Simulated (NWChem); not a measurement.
System: C3H5, doublet; SMILES C=[C]C

NWChem printed, in part:

```
             Northwest Computational Chemistry Package (NWChem) 7.3.0
             --------------------------------------------------------

 C1  symmetry detected

                             Geometry "geometry" -> ""
                             -------------------------

 Output coordinates in angstroms (scale by  1.889725989 to convert to a.u.)

  No.       Tag          Charge          X              Y              Z
 ---- ---------------- ---------- -------------- -------------- --------------
    1 C                    6.0000     0.09741318    -1.34732612    -0.00003008
    2 C                    6.0000    -0.37499531    -0.12127396     0.00011737
    3 C                    6.0000     0.07476209     1.27087483    -0.00002572
    4 H                    1.0000    -0.55725874    -2.22652954    -0.00028420
    5 H                    1.0000     1.18248397    -1.54587409     0.00021661
    6 H                    1.0000     1.18042118     1.33660482     0.00332769
    7 H                    1.0000    -0.29163491     1.81000784    -0.88882124
    8 H                    1.0000    -0.29709129     1.81214245     0.88519170

 Effective nuclear repulsion energy (a.u.)      63.6684545507

                                 NWChem DFT Module
                                 -----------------

 Summary of "ao basis" -> "ao basis" (spherical)
 ------------------------------------------------------------------------------
       Tag                 Description            Shells   Functions and Types
 ---------------- ------------------------------  ------  ---------------------
 C                           6-31g*                  6       14   3s2p1d
 H                           6-31g*                  2        2   2s

            General Information
            -------------------
          SCF calculation type: DFT
          Wavefunction type:  spin polarized.
          No. of atoms     :     8
          No. of electrons :    23
           Alpha electrons :    12
            Beta electrons :    11
          Charge           :     0
          Spin multiplicity:     2
          Use of symmetry is: off; symmetry adaption is: off
          Maximum number of iterations: 150
          AO basis - number of functions:    52
                     number of shells:    28
          Convergence on energy requested:  1.00D-06
          Convergence on density requested:  1.00D-05
          Convergence on gradient requested:  5.00D-04

              XC Information
              --------------
                        M06-L Method XC Functional
                         M06-L Exchange Functional  1.000
                       M06-L Correlation Potential  1.000

             Grid Information
             ----------------
          Grid used for XC integration:  xfine
          Radial quadrature: Mura-Knowles
          Angular quadrature: Lebedev.
          Tag              B.-S. Rad. Rad. Pts. Rad. Cut. Ang. Pts.
          ---              ---------- --------- --------- ---------
          C                   0.70      100          10.0      1454
          H                   0.35      100          11.0      1202
          Grid pruning is: on
          Number of quadrature shells:   800
          Spatial weights used:  Erf1

      Superposition of Atomic Density Guess
      -------------------------------------

 Sum of atomic energies:        -115.47192514

      Non-variational initial energy
      ------------------------------

 Total energy =    -117.152118
 1-e energy   =    -279.390222
 2-e energy   =      98.569649
 HOMO         =      -0.130288
 LUMO         =       0.054580

     ---------------------------------------------
      Total Density - Mulliken Population Analysis
     ---------------------------------------------

    Atom       Charge   Shell Charges
 -----------   ------   -------------------------------------------------------
    1 C    6     6.63   2.00  0.74  2.00  0.63  1.23  0.03
    2 C    6     5.89   2.00  0.75  1.70  0.59  0.83  0.03
    3 C    6     6.68   2.00  0.71  2.01  0.68  1.24  0.03
    4 H    1     0.76   0.45  0.31
    5 H    1     0.77   0.45  0.32
    6 H    1     0.76   0.45  0.31
    7 H    1     0.75   0.46  0.30
    8 H    1     0.76   0.46  0.30

     --------------------------------------------
      Spin Density - Mulliken Population Analysis
     --------------------------------------------

    Atom       Charge   Shell Charges
 -----------   ------   -------------------------------------------------------
    1 C    6     0.04   0.00  0.01  0.02 -0.00 -0.00  0.01
    2 C    6     0.72   0.00  0.02  0.37  0.06  0.26  0.00
    3 C    6     0.04   0.00  0.01  0.03 -0.00  0.00  0.01
    4 H    1     0.03   0.02  0.01
    5 H    1     0.10   0.04  0.06
    6 H    1     0.07   0.03  0.04
    7 H    1     0.00   0.00  0.00
    8 H    1     0.00   0.00  0.00

   convergence    iter        energy       DeltaE   RMS-Dens  Diis-err
 ---------------- ----- ----------------- --------- --------- ---------
 d= 0,ls=0.0,diis     1   -117.1714701165 -1.81D+02  5.77D-03  5.50D-02
                                                     4.72D-03  4.52D-02
 d= 0,ls=0.0,diis     2   -117.1958366418 -2.44D-02  3.66D-03  1.41D-02
                                                     3.19D-03  1.68D-02
 d= 0,ls=0.0,diis     3   -117.1893393192  6.50D-03  2.41D-03  2.60D-02
                                                     1.80D-03  2.11D-02
 d= 0,ls=0.0,diis     4   -117.2025845172 -1.32D-02  3.44D-04  2.44D-04
                                                     5.47D-04  4.95D-04
 d= 0,ls=0.0,diis     5   -117.2028466528 -2.62D-04  3.25D-04  1.66D-04
                                                     2.31D-04  9.71D-05
  Resetting Diis
 d= 0,ls=0.0,diis     6   -117.2029531894 -1.07D-04  1.26D-04  6.97D-06
                                                     1.18D-04  1.29D-05
 d= 0,ls=0.0,diis     7   -117.2029736366 -2.04D-05  5.41D-05  1.57D-06
                                                     5.62D-05  1.78D-06
 d= 0,ls=0.0,diis     8   -117.2029769808 -3.34D-06  2.62D-05  1.07D-06
                                                     1.68D-05  1.03D-06
 d= 0,ls=0.0,diis     9   -117.2029780142 -1.03D-06  1.88D-05  2.67D-07
                                                     3.37D-05  5.76D-07
 d= 0,ls=0.0,diis    10   -117.2029787492 -7.35D-07  1.90D-05  5.42D-07
                                                     6.55D-06  2.38D-07
 d= 0,ls=0.0,diis    11   -117.2029790858 -3.37D-07  3.83D-06  1.17D-08
                                                     6.37D-06  3.03D-08

         Total DFT energy =     -117.202979085784
      One electron energy =     -282.071058538271
           Coulomb energy =      119.269639824702
    Exchange-Corr. energy =      -18.070014922933
 Nuclear repulsion energy =       63.668454550717

 Numeric. integr. density =       23.000000003108

                    DFT Final Alpha Molecular Orbital Analysis
                    ------------------------------------------

 Vector   10  Occ=1.000000D+00  E=-3.552545D-01
              MO Center= -9.7D-04, -8.8D-02,  8.4D-04, r^2= 3.4D+00
   Bfn.  Coefficient  Atom+Function         Bfn.  Coefficient  Atom+Function
  ----- ------------  ---------------      ----- ------------  ---------------
     4      0.270365  1 C  py                32      0.265384  3 C  py
    18     -0.214217  2 C  py                43     -0.214103  4 H  s
    31     -0.198461  3 C  px                 3      0.170583  1 C  px
    44     -0.170813  4 H  s                 36      0.142044  3 C  py
    47     -0.140443  6 H  s                 51      0.130415  8 H  s

 Vector   11  Occ=1.000000D+00  E=-2.329431D-01
              MO Center= -1.4D-01, -5.2D-01, -2.7D-04, r^2= 1.9D+00
   Bfn.  Coefficient  Atom+Function         Bfn.  Coefficient  Atom+Function
  ----- ------------  ---------------      ----- ------------  ---------------
    19      0.401809  2 C  pz                 5      0.390162  1 C  pz
     9      0.279020  1 C  pz                23      0.259418  2 C  pz
    50      0.126496  7 H  s                 52     -0.126121  8 H  s
    33     -0.118808  3 C  pz                49      0.107276  7 H  s
    51     -0.106908  8 H  s                 37     -0.058695  3 C  pz

 Vector   12  Occ=1.000000D+00  E=-1.774069D-01
              MO Center= -2.8D-01, -1.9D-01,  3.8D-04, r^2= 2.1D+00
   Bfn.  Coefficient  Atom+Function         Bfn.  Coefficient  Atom+Function
  ----- ------------  ---------------      ----- ------------  ---------------
    17      0.540582  2 C  px                21      0.425146  2 C  px
    20     -0.290472  2 C  s                 46     -0.244804  5 H  s
    48     -0.223238  6 H  s                 45     -0.154921  5 H  s
    44      0.143205  4 H  s                 47     -0.138481  6 H  s
    34      0.122764  3 C  s                 31     -0.115550  3 C  px

[...]

                         DFT ENERGY GRADIENTS

    atom               coordinates                        gradient
                 x          y          z           x          y          z
   1 C       0.184084  -2.546077  -0.000057   -0.001631  -0.000179  -0.000015
   2 C      -0.708638  -0.229175   0.000222    0.001824   0.000528   0.000029
   3 C       0.141280   2.401605  -0.000049   -0.001184   0.000941  -0.000012
   4 H      -1.053066  -4.207531  -0.000537   -0.003082  -0.002965  -0.000001
   5 H       2.234571  -2.921278   0.000409    0.003704   0.000939   0.000000
   6 H       2.230673   2.525817   0.006288    0.002982  -0.001043   0.000016
   7 H      -0.551110   3.420419  -1.679629   -0.001296   0.000885  -0.002625
   8 H      -0.561421   3.424453   1.672770   -0.001317   0.000893   0.002609
```

Level: M06-L/6-31G* (spherical d), spin-unrestricted. Geometry: optimised at PBE0/def2-SVP, spin-unrestricted. No stability test was run on the SCF state.

Reconstruct the input file.

Several could match; the one computed here: the input that was run:
```
start job
memory heap 200 mb stack 900 mb global 1100 mb
geometry units angstroms noautoz
  C      0.087530    -1.353071    -0.000038
  C     -0.383790    -0.126600    -0.000191
  C      0.067203     1.265149    -0.000393
  H     -0.567922    -2.231693    -0.000361
  H      1.172424    -1.552582     0.000546
  H      1.172919     1.329898     0.003268
  H     -0.298461     1.804487    -0.889366
  H     -0.304423     1.806866     0.884645
end
basis spherical
  C library 6-31g*
  H library 6-31g*
end
dft
  odft
  mult 2
  xc m06-l
  grid xfine
  iterations 150
  mulliken
end
task dft gradient
```
